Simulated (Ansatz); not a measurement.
Ga₄P₄H₁₄⁻, a cluster cut from wurtzite GaP (hydrogen-capped). The state is a doublet with charge -1. Geometry PBE-D4/def2-SVP, that of the neutral singlet; atoms count from 1.

```
atom   x (Å)   y (Å)   z (Å)
 Ga1   2.703   0.169   0.158
  P2   1.209  -0.734   1.923
 Ga3  -0.425   2.549  -0.826
  P4   1.001   0.724  -1.434
  P5  -1.631   1.413   1.023
 Ga6  -1.164  -0.840   1.665
 Ga7  -0.094  -1.143  -2.458
  P8  -1.322  -1.937  -0.451
  H9   3.319   1.460   0.826
 H10   3.534  -1.093  -0.297
 H11   1.413  -0.082   3.179
 H12   1.595  -2.050   2.326
 H13   0.376   3.693  -0.090
 H14  -1.553   2.790  -1.905
 H15   1.760   1.272  -2.519
 H16  -1.567   2.163   2.239
 H17  -3.049   1.460   0.844
 H18  -1.996  -1.441   2.856
 H19   0.917  -2.319  -2.756
 H20  -1.247  -0.679  -3.432
 H21  -1.054  -3.314  -0.173
 H22  -2.724  -2.061  -0.699
```

Single mean-field runs in def2-TZVP are fitted with def2-universal-jkfit. The highest occupied level of the charge -1 doublet lies above zero (up to 1.44 eV). Energy differences disagree on whether the electron is bound (positive means bound): -0.12 eV (vertical, against the charge 0 singlet, at PBE0-D4/def2-TZVP), but 0.07 eV at PBE-D4/def2-TZVP.

**Question.** Estimate the Mulliken populations from the PBE0/def2-TZVP orbitals of Ansatz.

**Answer.** 
```csv
atom,charge (e),spin (α − β)
Ga1,0.18,0.03
P2,-0.34,0.25
Ga3,0.15,0.07
P4,-0.33,0.00
P5,-0.23,0.06
Ga6,0.14,0.13
Ga7,0.15,0.07
P8,-0.22,0.05
H9,-0.12,0.01
H10,-0.12,0.01
H11,0.03,0.07
H12,0.03,0.07
H13,-0.11,0.00
H14,-0.11,0.00
H15,0.05,0.00
H16,0.09,-0.02
H17,0.00,0.11
H18,-0.10,0.00
H19,-0.11,0.00
H20,-0.11,0.00
H21,0.08,-0.01
H22,0.00,0.11
```
Mulliken values depend strongly on the basis.

**Question.** Where does the spin sit?

**Answer.** Summed by element: Ga 0.30, P 0.36, H 0.34, of 1 unpaired in all. Largest on single atoms: P2 0.25, Ga6 0.13, H17 0.11.

**Question.** And the Mayer bond orders between heavy atoms (over 0.3)?

**Answer.** Ga1–P2 0.70 (2.48 Å); Ga1–P4 0.78 (2.39 Å); P2–Ga6 0.95 (2.39 Å); Ga3–P4 0.80 (2.39 Å); Ga3–P5 0.64 (2.48 Å); P4–Ga7 0.80 (2.39 Å); P5–Ga6 0.78 (2.39 Å); Ga6–P8 0.76 (2.39 Å); Ga7–P8 0.64 (2.48 Å).
